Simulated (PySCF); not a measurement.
Zn(Me) (CH₃Zn), SMILES [CH3][Zn] (connectivity only; charge and spin as stated), neutral, multiplicity 2. Geometry: TPSSh-D3(BJ)/def2-TZVP. The spin state was assumed, not searched. The isomer is the one that the SMILES or the coordinates give; other isomers of the formula were not compared.

Computed with TPSSh-D3(BJ)/def2-TZVP (PySCF).

Harmonic wavenumbers (cm⁻¹): 425, 598, 598, 1102, 1450, 1450, 3027, 3127, 3127. Rotational constants (GHz): 156.0, 9.007, 9.007; symmetry number 3.

Q: Work out the zero-point energy and the ideal-gas rigid-rotor harmonic-oscillator thermochemistry at 298.15 K and 1 atm.

A: ZPE = ½ Σ hcν = ½ × 14905 cm⁻¹ = 21.31 kcal/mol. H − E(el) = 24.08 kcal/mol. Entropy in cal/(mol K): translation 39.07, rotation 18.58, vibration 1.87, spin 1.38, total 60.90. G − E(el) = 5.92 kcal/mol. Cp = 11.89 cal/(mol K).
